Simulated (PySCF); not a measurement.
Energy of Ru²⁺ (ruthenium, charge +2) between two integer charges

The 4d beta orbital of [Kr] 4d6 is emptied in steps (occupation f), with all orbitals relaxed, ending at [Kr] 4d5. All numbers are calculated (PySCF 2.14, a scalar-relativistic core potential, in def2-TZVP with the def2 core potential (28 electrons) (6s4p3d1f, 40 functions)). The exact energy is a straight line in f; departures are measured from the line between the end points of the same method.

```tsv
f	UHF (eV)	LDA (eV)	PBE (eV)
1	0.000	0.000	0.000
0.8	0.205	-0.983	-0.959
0.6	0.298	-1.482	-1.444
0.4	0.290	-1.489	-1.448
0.2	0.188	-0.997	-0.967
0	0.000	0.000	0.000
```

```
method  E(f=0) − E(f=1) (eV)  −ε at f=1 (eV)  −ε at f=0.4 (eV)
   UHF                26.505          27.826            26.222
   LDA                28.725          22.620            29.933
   PBE                28.575          22.604            29.765
```

Orbital energy along the path (eV):

```json
{"f": "1", "UHF": "-27.826", "LDA": "-22.620", "PBE": "-22.604"}
{"f": "0.8", "UHF": "-27.241", "LDA": "-25.013", "PBE": "-24.958"}
{"f": "0.6", "UHF": "-26.709", "LDA": "-27.453", "PBE": "-27.349"}
{"f": "0.4", "UHF": "-26.222", "LDA": "-29.933", "PBE": "-29.765"}
{"f": "0.2", "UHF": "-25.775", "LDA": "-32.444", "PBE": "-32.196"}
{"f": "0", "UHF": "-25.362", "LDA": "-34.976", "PBE": "-34.615"}
```

Reference removal energy between the ground levels: 28.47 eV (semi-empirical (NIST evaluation); NIST Atomic Spectra Database, ionization energies). The calculation has no spin-orbit coupling. The determinant left behind need not be the lowest term of the ion. UHF lacks correlation.
